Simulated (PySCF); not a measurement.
CH4BClO, singlet, at a GFN2-xTB geometry; SVWN5/6-31G*, polarisability run with PySCF.

Input for PySCF:
```python
from pyscf import gto, scf, dft
from pyscf.prop import polarizability

mol = gto.M(
    atom='''
B    -0.44041029   -0.04213688    0.32881871
H    -1.42908407   -0.41104560    0.85668744
Cl    0.29831524    1.41848148    0.84281684
O     0.16285589   -0.68613245   -0.65953372
C    -0.27143629   -1.89627379   -1.23113805
H    -0.44861687   -1.72975572   -2.29525244
H     0.52157582   -2.63681981   -1.11204122
H    -1.18741196   -2.25917727   -0.75827558
''',
    basis='6-31g*',
    verbose=4,
)

mf = dft.RKS(mol)
mf.xc = 'lda,vwn'
mf.kernel()
alpha = mf.Polarizability().polarizability()[2, 2]
print('alpha_zz =', alpha)
```

Output, abridged:

```
site-packages/pyscf/prop/efg/rhf.py:45: UserWarning: Module EFG is under testing
  warnings.warn('Module EFG is under testing')
site-packages/pyscf/prop/efg/dhf.py:30: UserWarning: Module EFG is under testing
  warnings.warn('Module EFG is under testing')
site-packages/pyscf/prop/zfs/uhf.py:40: UserWarning: Module ZFS is under testing
  warnings.warn('Module ZFS is under testing')
site-packages/pyscf/prop/gtensor/uhf.py:43: UserWarning: Module g-tensor is under testing
  warnings.warn('Module g-tensor is under testing')
site-packages/pyscf/prop/gtensor/uks.py:41: UserWarning: Module g-tensor is under testing
  warnings.warn('Module g-tensor is under testing')
site-packages/pyscf/prop/hfc/uks.py:35: UserWarning: Module HFC is under testing
  warnings.warn('Module HFC is under testing')
site-packages/pyscf/prop/magnetizability/rhf.py:39: UserWarning: Module magnetizability is under testing
  warnings.warn('Module magnetizability is under testing')
site-packages/pyscf/prop/magnetizability/uhf.py:37: UserWarning: Module magnetizability is under testing
  warnings.warn('Module magnetizability is under testing')
site-packages/pyscf/prop/magnetizability/rks.py:37: UserWarning: Module magnetizability is under testing
  warnings.warn('Module magnetizability is under testing')
site-packages/pyscf/prop/magnetizability/uks.py:39: UserWarning: Module magnetizability is under testing
  warnings.warn('Module magnetizability is under testing')
site-packages/pyscf/prop/polarizability/uhf.py:34: UserWarning: Module polarizability is under testing
  warnings.warn('Module polarizability is under testing')
site-packages/pyscf/prop/polarizability/rks.py:29: UserWarning: Module polarizability is under testing
  warnings.warn('Module polarizability is under testing')
site-packages/pyscf/prop/polarizability/uks.py:29: UserWarning: Module polarizability is under testing
  warnings.warn('Module polarizability is under testing')
PySCF version 2.14.0

[INPUT] verbose = 4
[INPUT] num. atoms = 8
[INPUT] num. electrons = 40
[INPUT] charge = 0
[INPUT] spin (= nelec alpha-beta = 2S) = 0
[INPUT] symmetry False subgroup None
[INPUT] Mole.unit = angstrom
[INPUT] Symbol           X                Y                Z      unit          X                Y                Z       unit  Magmom
[INPUT]  1 B     -0.440410290000  -0.042136880000   0.328818710000 AA   -0.832254830540  -0.079627162944   0.621377306533 Bohr   0.0
[INPUT]  2 H     -1.429084070000  -0.411045600000   0.856687440000 AA   -2.700577501279  -0.776763608708   1.618904635955 Bohr   0.0
[INPUT]  3 Cl     0.298315240000   1.418481480000   0.842816840000 AA    0.563734102384   2.680541509968   1.592693000771 Bohr   0.0
[INPUT]  4 O      0.162855890000  -0.686132450000  -0.659533720000 AA    0.307753029872  -1.296602415677  -1.246338100716 Bohr   0.0
[INPUT]  5 C     -0.271436290000  -1.896273790000  -1.231138050000 AA   -0.512940248368  -3.583438120291  -2.326513736031 Bohr   0.0
[INPUT]  6 H     -0.448616870000  -1.729755720000  -2.295252440000 AA   -0.847763019160  -3.268764573200  -4.337398498340 Bohr   0.0
[INPUT]  7 H      0.521575820000  -2.636819810000  -1.112041220000 AA    0.985635452995  -4.982867280728  -2.101453345027 Bohr   0.0
[INPUT]  8 H     -1.187411960000  -2.259177270000  -0.758275580000 AA   -2.243883401433  -4.269226307143  -1.432933173146 Bohr   0.0

nuclear repulsion = 142.237149070542
number of shells = 34
number of NR pGTOs = 148
number of NR cGTOs = 68
basis = 6-31g*
ecp = {}

******** <class 'pyscf.dft.rks.RKS'> ********
method = RKS
initial guess = minao
damping factor = 0
level_shift factor = 0
DIIS = <class 'pyscf.scf.diis.CDIIS'>
diis_start_cycle = 1
diis_space = 8
diis_damp = 0
SCF conv_tol = 1e-09
SCF conv_tol_grad = None
SCF max_cycles = 50
direct_scf = True
direct_scf_tol = 1e-13
XC library pyscf.dft.libxc version 7.1.2
    S. Lehtola, C. Steigemann, M. J. T. Oliveira, and M. A. L. Marques,  SoftwareX 7, 1–5 (2018)
XC functionals = lda,vwn
    P. A. M. Dirac,  Math. Proc. Cambridge Philos. Soc. 26, 376 (1930)
    F. Bloch,  Z. Phys. 57, 545 (1929)
    S. H. Vosko, L. Wilk, and M. Nusair,  Can. J. Phys. 58, 1200 (1980)
radial grids:
    Treutler-Ahlrichs [JCP 102, 346 (1995); DOI:10.1063/1.469408] (M4) radial grids

becke partition: Becke, JCP 88, 2547 (1988); DOI:10.1063/1.454033
pruning grids: <function nwchem_prune>
grids dens level: 3
symmetrized grids: False
atomic radii adjust function: <function treutler_atomic_radii_adjust>
small_rho_cutoff = 0
Set gradient conv threshold to 3.16228e-05
Initial guess from minao.
tot grids = 100360
init E= -598.437547575072
  HOMO = -0.341795118737725  LUMO = -0.0961481126634549  gap/eV = 6.68440
cycle= 1 E= -598.062951824787  delta_E= 0.375  |g|= 0.612  |ddm|= 2.65
  HOMO = -0.139979449518494  LUMO = 0.0305497179231904  gap/eV = 4.64034
cycle= 2 E= -597.713049857088  delta_E= 0.35  |g|= 1.44  |ddm|= 1.86
  HOMO = -0.239931972577131  LUMO = -0.0212914325661302  gap/eV = 5.94951
cycle= 3 E= -598.133889695664  delta_E= -0.421  |g|= 0.169  |ddm|= 1.41
  HOMO = -0.270244901643606  LUMO = -0.0390762518595902  gap/eV = 6.29042
cycle= 4 E= -598.141423006208  delta_E= -0.00753  |g|= 0.0365  |ddm|= 0.231
  HOMO = -0.266162276154013  LUMO = -0.0380413734198672  gap/eV = 6.20749
cycle= 5 E= -598.141746319427  delta_E= -0.000323  |g|= 0.0141  |ddm|= 0.0587
  HOMO = -0.266132975833817  LUMO = -0.0366975813925841  gap/eV = 6.24326
cycle= 6 E= -598.141794741402  delta_E= -4.84e-05  |g|= 0.00465  |ddm|= 0.0175
  HOMO = -0.266223878710106  LUMO = -0.03714981873742  gap/eV = 6.23342
cycle= 7 E= -598.141800584231  delta_E= -5.84e-06  |g|= 0.000617  |ddm|= 0.00574
  HOMO = -0.266222719357519  LUMO = -0.0371394421220401  gap/eV = 6.23367
cycle= 8 E= -598.141800667953  delta_E= -8.37e-08  |g|= 0.000153  |ddm|= 0.000686
  HOMO = -0.266215235025945  LUMO = -0.0371446897321617  gap/eV = 6.23333
cycle= 9 E= -598.141800674078  delta_E= -6.13e-09  |g|= 5.26e-05  |ddm|= 0.000234
  HOMO = -0.266219709289261  LUMO = -0.0371441435518878  gap/eV = 6.23346
cycle= 10 E= -598.141800674792  delta_E= -7.13e-10  |g|= 9.08e-06  |ddm|= 5.67e-05
  HOMO = -0.26621963313413  LUMO = -0.0371442506246931  gap/eV = 6.23346
Extra cycle  E= -598.141800674774  delta_E= 1.75e-11  |g|= 1.35e-05  |ddm|= 2.23e-05
converged SCF energy = -598.141800674774
Isotropic polarizability 36.6214045635
Polarizability anisotropy 14.6317651754
alpha_zz = 33.988692159493084
```
